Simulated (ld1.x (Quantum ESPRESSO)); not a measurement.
Ranking TM potentials for hydrogen (H)

All share these settings but for the change named:

ld1.x (Quantum ESPRESSO) 7.5 input, shortened:

```
&input
   title='H', zed=1., rel=1, dft='PZ', iswitch=3,
   config='1s1 2p-2'
 /
 &inputp
   pseudotype=2, tm=.true., lloc=0,
   nlcc=.false.
 /
2
2P  2  1  -2.00   0.50  1.00  1.00  0.0
1S  1  0   1.00   0.00  1.15  1.15  0.0
 &test
   configts(1)='1s1'
 /
```

Cutoff: the first of the cutoffs (Ry, on a coarse ladder) from which the occupation-weighted sum of valence levels, in a spherical-Bessel basis at the reference potential, stays within 10 and 1 mRy of its value at 400 Ry; the density cutoff is not measured.

The base gives 21 Ry.

Of 10 variants that were run, those that failed, showed a ghost or another fault, or gave nearly equal values are left out.

A variant can come out equal or close to the base.

Rank these variants from softest to hardest (loose cutoff).
A. wave 1s (bound): rc 1.15 bohr becomes 1s (bound): rc 1.52 bohr
B. wave 1s (bound): rc 1.15 bohr becomes 1s (bound): rc 0.76 bohr
C. wave 1s (bound): rc 1.15 bohr becomes 1s (bound): rc 1.00 bohr
D. wave 1s (bound): rc 1.15 bohr becomes 1s (bound): rc 1.20 bohr
E. wave 1s (bound): rc 1.15 bohr becomes 1s (bound): rc 1.60 bohr

E (15 Ry), A (18 Ry), D (21 Ry), C (25 Ry), B (30 Ry).
